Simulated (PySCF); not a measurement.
C6H3Cl, SMILES C#C/C=C(/Cl)C#C. Coordinates come from a PBE-D3(BJ)/def2-SVP optimisation. The structure was generated by enumeration; whether it is a known compound was not checked.

Q: Give the equilibrium geometry at PBE-D3(BJ)/def2-SVP (PySCF confirms it by a frequency run) as Cartesian coordinates in Å, and its point group. (An estimate is asked for; the answer gives what the named calculation found.)

A: point group Cs.
```xyz
10

C      0.3733     3.1917     0.0000
C      0.6506     1.9955     0.0000
C      1.0098     0.6302     0.0000
C      0.1007    -0.3973     0.0000
Cl     0.6824    -2.0498     0.0000
C     -1.3065    -0.2463     0.0000
C     -2.5274    -0.1308     0.0000
H      0.1192     4.2423     0.0000
H      2.0808     0.3675     0.0000
H     -3.6031    -0.0216     0.0000
```
